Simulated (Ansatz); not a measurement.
Total energies of Si₃Ni from Ansatz at PBE0-D4/def2-TZVP, gas phase (1 Eh = 27.2114 eV = 2625.5 kJ/mol). The reference geometry is relaxed at r2SCAN-D4/def2-SVP.

```tsv
atom	x (Å)	y (Å)	z (Å)
Ni1	-0.688	-0.077	-0.915
Si2	0.737	0.082	0.979
Si3	-1.485	0.144	1.055
Si4	1.436	-0.150	-1.119
```

```tsv
state	geometry	energy (Eh)
charge 0 singlet	reference	-2376.16779
charge 1 doublet	reference	-2375.89831
charge 0 triplet	relaxed at r2SCAN-D4/def2-SVP	-2376.15640
charge 0 quintet	relaxed at r2SCAN-D4/def2-SVP	-2376.13200
free Ni atom (triplet)	–	-1508.03960
free Si atom (triplet)	–	-289.24943
```

(1) Work out the vertical ionisation energy to the doublet.

(2) Which of the charge 0 states is lowest, and how far above it are the others?

(3) What is the binding energy per atom against free atoms?

(1) E(charge 1 doublet) − E(charge 0 singlet) = -2375.89831 − (-2376.16779) = 0.26948 Eh = 7.33 eV. For comparison, −ε of the highest occupied level is 5.92 eV at this level, 1.41 eV less.

(2) The singlet. triplet: -2376.15640 − (-2376.16779) = 0.01139 Eh = 29.9 kJ/mol; quintet: -2376.13200 − (-2376.16779) = 0.03579 Eh = 94.0 kJ/mol.

(3) Atoms: 1 × (-1508.03960) + 3 × (-289.24943) = -2375.78789 Eh. Binding: -2375.78789 − (-2376.16779) = 0.37990 Eh = 10.34 eV, or 2.58 eV for each of 4 atoms (no zero-point energy, no counterpoise term).

The structure comes from a short search, and lower isomers may exist.
